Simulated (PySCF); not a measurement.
**Electron correlation in Si²⁺ (silicon, charge +2)**

[Ne] 3s1 4s1, high-spin 3S determinant (an excited configuration). Calculation: PySCF 2.14, in dyall-av3z (19s12p3d2f, 84 functions); no relativity, point nucleus. Frozen: [Ne]; 2 electrons correlated; the 23 highest virtual orbitals of each spin left out.

With two correlated electrons CCSD is exact within the correlated space (frozen core and kept virtual orbitals).

```csv
level,correlation energy (mhartree)
CCSD,-8.41
```

Diagnostics: T1 = 0.0072, D1 = 0.0143, largest double amplitude 0.065.

The outer electron is Rydberg-like, and this basis confines it to a smaller radius and binds it less than a complete one would.

Cost of the coupled-cluster step: about 2.3 core-seconds, for 2 correlated electrons.

Iterations:

```
CC2 = 0
CCSD nocc = (np.int64(2), np.int64(0)), nmo = (56, 56)
frozen orbitals [[0, 1, 2, 3, 4, 61, 62, 63, 64, 65, 66, 67, 68, 69, 70, 71, 72, 73, 74, 75, 76, 77, 78, 79, 80, 81, 82, 83], [0, 1, 2, 3, 4, 61, 62, 63, 64, 65, 66, 67, 68, 69, 70, 71, 72, 73, 74, 75, 76, 77, 78, 79, 80, 81, 82, 83]]
max_cycle = 100
direct = 0
conv_tol = 1e-08
conv_tol_normt = 1e-06
diis_space = 8
diis_start_cycle = 0
Init t2, MP2 energy = -0.00450982865417244
Init E_corr(UCCSD) = -0.00450982869889109
cycle = 1  E_corr(UCCSD) = -0.00644229671472418  dE = -0.00193246802  norm(t1,t2) = 0.0312997
cycle = 2  E_corr(UCCSD) = -0.00738151014718079  dE = -0.000939213432  norm(t1,t2) = 0.0166035
cycle = 3  E_corr(UCCSD) = -0.00841829529196168  dE = -0.00103678514  norm(t1,t2) = 0.0089446
cycle = 4  E_corr(UCCSD) = -0.00840853848426166  dE = 9.7568077e-06  norm(t1,t2) = 0.000425226
cycle = 5  E_corr(UCCSD) = -0.00841217714632514  dE = -3.63866206e-06  norm(t1,t2) = 8.39786e-05
cycle = 6  E_corr(UCCSD) = -0.00841080312601064  dE = 1.37402031e-06  norm(t1,t2) = 1.28883e-05
cycle = 7  E_corr(UCCSD) = -0.00841121498756333  dE = -4.11861553e-07  norm(t1,t2) = 3.5295e-06
cycle = 8  E_corr(UCCSD) = -0.0084111573942909  dE = 5.75932724e-08  norm(t1,t2) = 5.03246e-07
cycle = 9  E_corr(UCCSD) = -0.00841116019261018  dE = -2.79831928e-09  norm(t1,t2) = 6.03958e-08
UCCSD converged
E(UCCSD) = -287.3501327548161  E_corr = -0.008411160192610177
```
